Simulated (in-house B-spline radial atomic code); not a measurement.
PBE excitations of Pd10+

Method: PBE. Computed with an all-electron radial atomic-structure program (B-spline basis): linear response of the closed shell [Ar] 3d10 4s2 4p6 with the functional's adiabatic kernel; non-relativistic, point nucleus, no spin-orbit coupling, no double excitations, S, P, D and F terms only; shells from n = 2 respond. Only terms of natural parity with L up to 3 were computed.

Without relativity these are model numbers for so heavy an element.

Command:
```bash
python run_td.py task.json out
```
Settings (radii: box in bohr, nucleus in fm):
```
Z                        46
electrons                36
configuration            [Ar] 3d10 4s2 4p6
hamiltonian              nr
method                   pbe,pbe
box_radius               9.77
intervals                53
```

Time taken, with all properties: 1.7 s on 1 thread of Arm Neoverse N1, on a shared host.

The lowest states, in the order of their Tamm-Dancoff energies; the method's threshold (minus the highest occupied level) is 227.11 eV. Labels give the largest channel, * marks a mixed state, and oscillator strengths are full-response dipole values. Semilocal kernels can invert the small singlet-triplet splittings of Rydberg terms. Energies in eV:

```tsv
state	full response	Tamm-Dancoff	oscillator strength
4p → 4d 3P	?	?	-
4p → 4d 3F	51.88	52.02	-
4p → 4d 1F	55.72	55.76	-
4p → 4d 1P	69.03	71.57	4.86
4s → 4d 3D	84.78	84.84	-
4s → 4d 1D	89.21	89.33	-
4p → 5s 3P	104.39	104.40	-
4p → 5s 1P	105.30	105.33	0.509
4p → 4f 3D	110.35	110.41	-
4p → 5p 3S	115.69	115.71	-
4p → 5p 3D	?	?	-
```

Q: Where does 4p → 5p 3D lie?

A: At 116.50 eV in full response, 116.51 eV in Tamm-Dancoff.

Q: Where does 4p → 4d 3P lie?

A: At 51.32 eV in full response, 51.43 eV in Tamm-Dancoff.

Q: How large is the singlet-triplet splitting of 4p → 4d (F terms) in Tamm-Dancoff?

A: 3.74 eV, from the unrounded values.

Q: What polarisabilities and dispersion coefficient does the method give?

A: Dipole 0.854 bohr³, quadrupole 0.7726 bohr⁵, C6 1.569 hartree·bohr⁶ for two such species.
